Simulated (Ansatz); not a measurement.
`[Br][InH][Br]` and `[Br][InH2]` differ in one atom or group.

Ansatz, PBE0-D4/def2-TZVP geometries, multiplicity 1. 

Elements past krypton have def2 core potentials. Scalar relativity is left out up to krypton. Spin–orbit coupling is left out; it splits and shifts lone-pair levels of the heavy atoms by tenths of an eV.

```
                                          property  `[Br][InH][Br]`
size of the dipole moment (ωB97M-V/def2-TZVPP) / D             2.23
               LUMO energy (B3LYP/def2-TZVPP) / eV            -2.30
             LUMO energy (ωB97M-V/def2-TZVPP) / eV            -0.47
    zero-point energy (PBE0-D4/def2-TZVP) / kJ/mol             19.8
    size of the dipole moment (PBE/def2-TZVPP) / D             2.02
               HOMO–LUMO gap (PBE/def2-TZVPP) / eV             4.33
```

(1) Give the same properties after the change, and the shifts. (An estimate is asked.)

## Answers

(1) Computed: 
```tsv
property	`[Br][InH2]`	shift
size of the dipole moment (ωB97M-V/def2-TZVPP) / D	2.77	0.54
LUMO energy (B3LYP/def2-TZVPP) / eV	-2.32	-0.02
LUMO energy (ωB97M-V/def2-TZVPP) / eV	-0.52	-0.05
zero-point energy (PBE0-D4/def2-TZVP) / kJ/mol	32.9	13.1
size of the dipole moment (PBE/def2-TZVPP) / D	2.51	0.49
HOMO–LUMO gap (PBE/def2-TZVPP) / eV	3.86	-0.47
```

Dipoles are sizes alone; their direction can turn.

B3LYP here is the variant with VWN-RPA as its local correlation; programs differ in this.
